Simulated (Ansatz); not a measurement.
(HBe-mu-Cl)2 (Be₂H₂Cl₂). Charge 0, multiplicity 1. Geometry PBE-D4/def2-TZVP, basis def2-TZVP, Ansatz.

```xyz
6

Be    1.193    0.385   -0.297
Be   -1.193   -0.385    0.297
Cl   -0.581    1.204   -0.775
Cl    0.581   -1.204    0.776
H     2.435    0.785   -0.607
H    -2.435   -0.785    0.607
```

```csv
run,HOMO (eV),LUMO (eV)
A,-10.97,1.29
B,-7.47,-1.13
C,-7.15,-1.57
D,-8.28,-0.91
E,-8.08,-1.09
F,-8.48,-0.72
```

B3LYP takes the VWN-RPA correlation. HSE06 is defined as in plane-wave codes, on full-range PBE exchange. Another isomer (singlet) lies 0.28 eV lower at PBE0-D4/def2-TZVP; other spin states weren't run for this one.

The runs used B3LYP, HSE06, PBE, PBE0, r2SCAN, ωB97X-V. Estimate which is which.

A ωB97X-V (range-separated); B r2SCAN (0 % exact exchange); C PBE (0 % exact exchange); D B3LYP (20 % exact exchange); E HSE06 (range-separated); F PBE0 (25 % exact exchange). Exact exchange lowers occupied and raises empty levels; among semilocal functionals meta-GGAs tend to open the gap a little, and such runs are hard to tell apart. The gap grows from 5.58 eV (PBE) to 12.26 eV (ωB97X-V).
